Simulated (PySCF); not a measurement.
## KLi⁺: from constants to spectrum

UHF-CCSD(T) constants of KLi⁺, ²Σ⁺ (doublet), unpaired electrons σ ↑ (PySCF, no relativity, basis sets K aug-pcseg-1, Li aug-pcseg-1; masses 38.9637 and 7.0160 u):

```
ωe              : 146.8 cm⁻¹
ωexe            : 1.01 cm⁻¹
Be              : 0.18248 cm⁻¹
αe              : 0.00182 cm⁻¹
D (centrifugal) : 1.13e-06 cm⁻¹
De to K⁺ + Li   : 0.52 eV
```

Give the vibrational terms G(v) and spacings up to v = 6.

G(v) = ωe(v+½) − ωexe(v+½)².

```csv
v,G(v) (cm⁻¹),G(v) − G(v−1),Bv (cm⁻¹)
0,73.1,,0.1816
1,217.9,144.8,0.1797
2,360.7,142.8,0.1779
3,501.4,140.7,0.1761
4,640.1,138.7,0.1743
5,776.8,136.7,0.1725
6,911.5,134.7,0.1706
```

How well does the Morse estimate ωe²/(4ωexe) reproduce De, and what is D0?

It gives 0.66 eV, 127 % of the computed De. D0 = De − G(0) = 0.52 − 0.01 = 0.51 eV.

Correlated steps freeze 5 core orbitals. Correlated levels converge slowly with the basis: in double zeta they bind strong bonds too weakly, by up to about 1 eV, and carry superposition errors of some tenths. For an ion De counts to the pair picked by the measured ionisation energies or electron affinities, which need not be the lowest pair at this level. The state is the lowest determinant that a PBE0 search found; another state may lie lower at other levels.
